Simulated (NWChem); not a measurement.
# GeSiH3Cl, singlet; SMILES [SiH3][Ge][Cl]

Computed with NWChem. Low-valent species are run as closed-shell singlets; no triplet was tried in these runs. Structure relaxed at the PBE0/def2-SVP level. Ions are spin-unrestricted doublets at the neutral geometry; other ion states weren't tried.

Q: Estimate the computed values for B3LYP/def2-SVP. Quantities: vertical ionisation energy, ΔSCF (eV); −ε(HOMO) (eV).

A: 
- vertical ionisation energy, ΔSCF (eV) = 8.58
- −ε(HOMO) (eV) = 6.33
